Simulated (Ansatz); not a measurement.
`[CH3][SnH]([F])[I]` → `[CH2]` (triplet) + `[F][SnH2][I]` at 400 K and 1 bar (formal loss of a carbene).

Isolated molecules relaxed with PBE0-D4/def2-TZVP in Ansatz; ΔE leaves out vibrations. CBS: MP2 limit from def2 TZ/QZ plus the TZ coupled-cluster correction, frozen cores. This one scheme is used for every species. Triplets are unrestricted, without spin–orbit coupling. Elements past krypton have def2 core potentials. For I, Sn outer-core shells are correlated without core-valence functions, which leaves a few kJ/mol of doubt a bond.

| species | CCSD(T)/CBS energy (Eh) | H − E (kJ/mol) | S (J/(mol·K)) |
| --- | --- | --- | --- |
| `[CH3][SnH]([F])[I]` | -651.80248 | 151.6 | 407.3 |
| `[CH2]` (triplet) | -39.09499 | 59.0 | 205.7 |
| `[F][SnH2][I]` | -612.52381 | 66.1 | 351.3 |

H − E and S are ideal-gas, rigid-rotor, harmonic terms from PBE0-D4/def2-TZVP, for one conformer and one mirror image of each species, with the whole ground term of open shells counted as degenerate. 1 Eh = 2625.50 kJ/mol, R = 8.31446 J/(mol·K).

Q: By hand: ΔE, ΔH, ΔS and ΔG.

A: ΔE = (-39.09499) + (-612.52381) − (-651.80248) = 0.18368 Eh = 482.3 kJ/mol. Δ(H − E) = 59.0 + 66.1 − 151.6 = -26.5, so ΔH = 455.8 kJ/mol. ΔS = 205.7 + 351.3 − 407.3 = 149.7 J/(mol·K). ΔG = 455.8 − 400 × (149.7)/1000 = 395.9 kJ/mol.

Q: By hand: the equilibrium constant, and the temperature at which ΔG would vanish if ΔH and ΔS stayed fixed.

A: log₁₀ K = −ΔG/(RT ln 10) = -51.7. ΔG = 0 at ΔH/ΔS = 3045 K, far beyond where these terms or the molecules hold.

The number of gas molecules changes by +1, which sets the sign of ΔS. A doubt of 5 kJ/mol in ΔE shifts log₁₀ K by 0.7 here. Other conformers and mirror images would add mixing entropy, several J/(mol·K) or more a flexible species. A triplet takes part, so the spin changes. These are equilibria of isolated gas molecules and say nothing of rates. Largest T1 diagnostic: 0.012 (customary marks: 0.02 for closed shells, 0.045 for open ones).
